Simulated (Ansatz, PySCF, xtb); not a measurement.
Reaction R1 → P1, each structure at its B3LYP-D3(BJ)/def2-TZVP stationary point, reached from a drawn start; harmonic modes at that level show minima.
R1, C2H4F2 (SMILES FCCF) (charge 0, multiplicity 1):
```
atom    x (Å)    y (Å)    z (Å)
----  -------  -------  -------
F     -1.3540   0.8489  -0.7513
C     -0.7436  -0.1078   0.0526
C      0.7518  -0.0070  -0.0440
F      1.2105   1.1358   0.6026
H     -1.0686  -1.0946  -0.2897
H     -1.0764   0.0536   1.0800
H      1.2110  -0.8753   0.4373
H      1.0692   0.0464  -1.0875
```
P1, C2H4F2 (SMILES FCCF) (charge 0, multiplicity 1, Z-matrix in Å and degrees):
```
C
H 1 1.0913
H 1 1.0913 2 109.66
F 1 1.3928 2 108.44 3 -118.24
C 1 1.5152 2 111.03 3 123.05
H 5 1.0913 1 111.03 2 57.71
H 5 1.0913 6 109.66 1 -123.05
F 5 1.3928 6 108.44 7 -118.24
```

P less R. No zero-point or thermal terms. One arrangement of each flexible species, with no search for the lowest.

Correlated levels freeze the cores. CBS: X⁻³ extrapolation of the correlation energy, Hartree–Fock from the larger set.

Codes used: Ansatz (a program for electronic structure) with Gaussian orbitals; PySCF for the D3/D4 terms; xtb for the GFN methods. No computed number here is a measurement.

```json
[
 {"level": "GFN1-xTB", "reaction energy (kcal/mol)": "-0.62"},
 {"level": "SVWN5/def2-TZVPP", "reaction energy (kcal/mol)": "1.83"},
 {"level": "PBE-D3(BJ)/def2-TZVPP", "reaction energy (kcal/mol)": "1.31"},
 {"level": "BLYP/def2-TZVPP", "reaction energy (kcal/mol)": "1.02"},
 {"level": "r2SCAN/def2-TZVPP", "reaction energy (kcal/mol)": "1.22"},
 {"level": "r2SCAN-D3(BJ)/def2-TZVPP", "reaction energy (kcal/mol)": "1.22"},
 {"level": "PBE0-D4/def2-TZVPP", "reaction energy (kcal/mol)": "1.16"},
 {"level": "MP2/cc-pVDZ", "reaction energy (kcal/mol)": "0.28"},
 {"level": "MP2/CBS(cc-pVTZ, cc-pVQZ)", "reaction energy (kcal/mol)": "?"}
]
```

Fill in the missing entries.


- MP2/CBS(cc-pVTZ, cc-pVQZ), reaction energy (kcal/mol): 0.89
